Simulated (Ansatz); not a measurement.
Rocksalt-chalcogenide family: binding per atom (eV) at several levels, gas phase, relaxed structures; Ansatz. Core potentials for Sr in the def2 sets, no spin–orbit coupling. Binding counts from free atoms in the multiplicity of their measured ground term, without zero-point energy. The structures are stationary points that may keep the symmetry of their start. Correlated methods freeze inner cores and use unrestricted references for open shells.

```tsv
species	state	geometry	PBE0-D4/def2-SVP	MP2/def2-SVP
2x2x4 SrO rock-salt block, 2x2x4	singlet	r2SCAN-D4/def2-SVP	4.30	4.30
2x2x4 MgS rock-salt block, 2x2x4	singlet	r2SCAN-D4/def2-SVP	3.34	3.19
1x4x4 MgO rock-salt block, 1x4x4	singlet	PBE-D4/def2-SVP	3.79	3.89
2x2x4 CaO rock-salt block, 2x2x4	singlet	PBE-D4/def2-SVP	4.61	4.41
2x3x4 CaO rock-salt block, 2x3x4	singlet	PBE-D4/def2-SVP	4.78	4.63
2x2x6 CaO rock-salt block, 2x2x6	singlet	PBE-D4/def2-SVP	4.73	4.55
1x4x4 SrO rock-salt block, 1x4x4	singlet	PBE-D4/def2-SVP	4.00	3.96
2x2x4 MgO rock-salt block, 2x2x4	singlet	r2SCAN-D4/def2-SVP	4.00	4.07
1x4x4 CaO rock-salt block, 1x4x4	singlet	r2SCAN-D4/def2-SVP	4.33	4.10
```

(1) Estimate the column for PBE-D4/def2-SVP.

(1) 2x2x4 SrO rock-salt block, 2x2x4 4.57; 2x2x4 MgS rock-salt block, 2x2x4 3.35; 1x4x4 MgO rock-salt block, 1x4x4 3.99; 2x2x4 CaO rock-salt block, 2x2x4 4.91; 2x3x4 CaO rock-salt block, 2x3x4 5.07; 2x2x6 CaO rock-salt block, 2x2x6 5.02; 1x4x4 SrO rock-salt block, 1x4x4 4.29; 2x2x4 MgO rock-salt block, 2x2x4 4.17; 1x4x4 CaO rock-salt block, 1x4x4 4.63.
